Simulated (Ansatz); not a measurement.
(1) Predict a relaxed structure of the cluster Hg₃S₃⁺ (the lowest doublet isomer of a short search), charge 1, doublet, at r2SCAN-D4/def2-SVP (Ansatz).

## Answers

(1) 
```xyz
6

Hg   -0.798    0.761   -0.672
Hg   -0.029    3.026   -2.068
Hg   -0.547   -1.826    1.139
S     1.916    0.250    0.199
S     1.911   -1.395    1.319
S    -2.452   -0.816    0.084
```
Point group Cs (tolerance 0.1 Å). This is one stationary point.

In the def2 sets Hg takes a core potential; there is no spin–orbit coupling. The structure comes from a short search, and lower isomers may exist.
